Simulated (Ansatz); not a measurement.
C3H10N, charge +1, singlet, geometry from GFN2-xTB. Base run: R2SCAN/STO-3G in Ansatz (an electronic-structure program).

Here is a job for Ansatz.
Ansatz 0.2 input:
```yaml
crystal:
  periodic: [false, false, false]
  atoms:
    - {symbol: C, position_ang: [-0.39725636, -1.28515272, 0.57940966]}
    - {symbol: C, position_ang: [0.09548258, 0.13341939, 0.36938894]}
    - {symbol: C, position_ang: [-0.99337004, 1.06988112, -0.11711552]}
    - {symbol: N, position_ang: [1.19105752, 0.10155536, -0.67598328]}
    - {symbol: H, position_ang: [-0.84469694, -1.68443903, -0.32777214]}
    - {symbol: H, position_ang: [0.40505652, -1.94411756, 0.90202263]}
    - {symbol: H, position_ang: [-1.15853618, -1.29523998, 1.35356128]}
    - {symbol: H, position_ang: [0.54487941, 0.51899422, 1.28845147]}
    - {symbol: H, position_ang: [-0.61198119, 2.07383791, -0.28632852]}
    - {symbol: H, position_ang: [-1.77502768, 1.14029938, 0.63322578]}
    - {symbol: H, position_ang: [-1.44860097, 0.70137169, -1.03339990]}
    - {symbol: H, position_ang: [0.80054989, -0.25809640, -1.55779652]}
    - {symbol: H, position_ang: [1.95847618, -0.51671124, -0.38424334]}
    - {symbol: H, position_ang: [1.56334124, 1.04432681, -0.84593620]}
basis:
  gaussian:
    orbitals: STO-3G
hamiltonian:
  xc: r2scan
total_charge: 1
```

The base run was repeated with changes; each row names its change, and settings that it needs were set with it.

```json
[
 {"change": "base", "ΔE vs base (mEh)": "0.000"},
 {"change": "occupation = up:A':11 A'':6 down:A':11 A'':6", "ΔE vs base (mEh)": "0.000"},
 {"change": "symmetry_tolerance_ang = 0.01", "ΔE vs base (mEh)": "0.000"},
 {"change": "occupation = up:A':12 A'':5 down:A':12 A'':5", "ΔE vs base (mEh)": "1107.4"},
 {"change": "occupation = up:A':10 A'':7 down:A':10 A'':7", "ΔE vs base (mEh)": "1241.0"}
]
```
